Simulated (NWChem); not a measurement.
# Ionisation of C$_{3}$H$_{7}$O

```xyz
11

C      1.4993     0.4655     0.4394
O      0.6811     0.1967    -0.6034
C     -0.4308    -0.6480    -0.3412
C     -1.5629     0.0773     0.3732
H      2.3496     1.0989     0.1789
H      1.5880    -0.2869     1.2350
H     -0.0971    -1.5261     0.2463
H     -0.7646    -1.0130    -1.3249
H     -1.9068     0.9390    -0.2199
H     -1.2350     0.4480     1.3567
H     -2.4164    -0.6026     0.5264
```
Charge 0, spin multiplicity 2.

All runs are NWChem calculations. Structure: optimised with UB3LYP/def2-SVP, a minimum by its harmonic frequencies. It is one conformer; others weren't searched.

Basis set: def2-TZVP. The species with one electron less has spin multiplicity 1 and keeps the geometry of the parent. Δ marks differences of total energies (open shells unrestricted). That singlet is a closed-shell solution.

B3LYP has NWChem's definition, with VWN1-RPA local correlation. The structure started from a generated list of species. No SCF solution was tested for a lower state.

Problem. Order these methods by the first vertical ionisation energy they give, lowest first: Δr2SCAN, ΔPBE, G0W0@PBE, G0W0@PBE0.

Solution. G0W0@PBE (6.70 eV), G0W0@PBE0 (7.17 eV), ΔPBE (7.37 eV), Δr2SCAN (7.59 eV)
